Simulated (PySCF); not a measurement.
Ionisation energy of Lu³⁵⁺ by level of theory

Lu³⁵⁺ [Kr] → Lu³⁶⁺ [Ar] 3d10 4s2 4p5 [4p1/2^2 4p3/2^3, M_J = 3/2], as a difference of total energies. All numbers are calculated (PySCF 2.14, the two-component X2C-1e Hamiltonian, in an uncontracted even-tempered set (17 s from 3.7 bohr⁻², ratio 2.8; 14 p from 4.8 bohr⁻², ratio 2.8; 8 d from 8.6 bohr⁻², ratio 2.8; 4 f from 25 bohr⁻², ratio 3)). Correlated levels: [Ne] frozen; the 80 highest virtual spinors dropped. "Screened" scales the spin-orbit matrix elements by Boettger's factors to mimic the two-electron term; Breit and QED terms are absent.

| method | ionisation energy (eV) |
| --- | --- |
| GHF (spin-free) | 1609.3 |
| GMP2 (spin-free) | 1610.7 |
| GHF (screened spin-orbit) | 1586.5 |
| GMP2 (screened spin-orbit) | 1587.8 |

Breit and QED terms and the two-electron picture change are absent.

The spin-free rows lack the spin-orbit shift.

For comparison: 1591 ± 5 eV (theoretical estimate listed by NIST; NIST Atomic Spectra Database, ionization energies).
